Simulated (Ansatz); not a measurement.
Total energies of CH7NOSi2 (`N[SiH2]C1O[SiH2]1`).

Cartesian coordinates in Å:
```
N -1.751 0.276 -1.603
Si -1.130 -0.099 -0.047
C 0.681 -0.541 0.062
O 1.594 0.606 -0.267
Si 1.786 0.154 1.317
H -1.427 1.106 -2.076
H -1.931 -0.463 -2.264
H -1.893 -1.268 0.468
H -1.320 1.098 0.813
H 1.015 -1.461 -0.423
H 1.314 1.097 2.353
H 3.063 -0.504 1.666
```

Charge 0, multiplicity 1. All single points use the PBE0-D4/def2-TZVP geometry. It is one conformer, not always the lowest. Basis def2-TZVPP, Ansatz.

RPA on PBE orbitals: Hartree–Fock energy of these orbitals -749.15179 Eh, correlation -1.43924 Eh (frozen core).

| functional | energy without D4 (Eh) | D4 term (kJ/mol) |
| --- | --- | --- |
| LDA (SPW92) | -747.67800 | – |
| PBE | -750.87240 | -26.4 |
| revPBE | -751.19912 | -77.5 |
| BLYP | -751.31674 | -57.6 |
| r2SCAN | -751.23377 | -6.6 |
| B97M-V | -751.19933 | – |
| PBE0 | -750.93741 | -22.4 |
| B3LYP | -751.42398 | -42.6 |
| r2SCANh | -751.22042 | -7.0 |
| r2SCAN0 | -751.20170 | -7.7 |
| HSE06 (plane-wave form) | -750.91558 | -21.0 |
| BHLYP | -751.28136 | -33.4 |
| CAM-B3LYP | -751.31890 | -22.9 |
| LC-ωPBE | -751.09183 | – |
| ωB97X-V | -751.23284 | – |
| ωB97M-V | -751.26887 | – |
| B2PLYP | -751.00750 | – |
| PBE-QIDH | -750.74523 | – |

B3LYP takes the VWN-RPA correlation (the form of Gaussian; ORCA's B3LYP/G). HSE06 is the plane-wave form, built on full-range PBE exchange. The double hybrids freeze the cores in their second-order part.

LC-ωPBE has ω = 0.4 bohr⁻¹.
